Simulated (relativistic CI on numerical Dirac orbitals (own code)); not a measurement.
**Ni³⁺ in a cubic cluster: L2,3 absorption with charge transfer**

Computed with a charge-transfer multiplet model of a cubic metal-ligand cluster with up to 2 ligand holes, Slater and spin-orbit integrals from Dirac-Coulomb-Breit ions, Slater integrals scaled by 0.7. The ground state mixes d7 with configurations of k ligand holes L, whose averages lie at kΔ + k(k − 1)U_dd/2; a core hole lowers each added d electron by U_cd. 300 K, Lorentzian 0.4 eV and Gaussian 0.3 eV FWHM.

Atomic integrals in eV (Slater integrals scaled, ζ unscaled), ground: F2dd 9.255, F4dd 5.778, zeta_d 0.089; with the core hole: F2dd 9.781, F4dd 6.109, zeta_d 0.114, zeta_core 11.406, F2cd 5.866, G1cd 4.475, G3cd 2.546.

Cluster parameters (eV): Δ = 0.4, U_dd = 6.4, U_cd = 7.7, 10Dq = 0.6, 10Dq(ligand) = 1.2, final-state hopping factor = 0.9.

Weights, n_d and S are thermal averages at 300 K. Photon energies count from the first peak over 30 % of the highest in each spectrum, which can be another peak from case to case. The parameters are a model scan and need not match a compound or its usual spin state. Peaks in eV (height, largest 100): 0.0 (100), 2.0 (16), 2.8 (9), 3.6 (7), 17.6 (38), 18.4 (14).

Question: Which parameters give this spectrum?
A. V(eg) = 2.65 eV, V(t2g) = -1.24 eV
B. V(eg) = 3.55 eV, V(t2g) = -1.66 eV
C. V(eg) = 3.25 eV, V(t2g) = -1.52 eV
D. V(eg) = 2.05 eV, V(t2g) = -0.96 eV
E. V(eg) = 1.75 eV, V(t2g) = -0.82 eV

Answer: D. V(eg) = 2.05 eV, V(t2g) = -0.96 eV; the ground state then has 7.72 d electrons and S = 0.65. The choice follows from running the model for each set and comparing peak positions and heights.
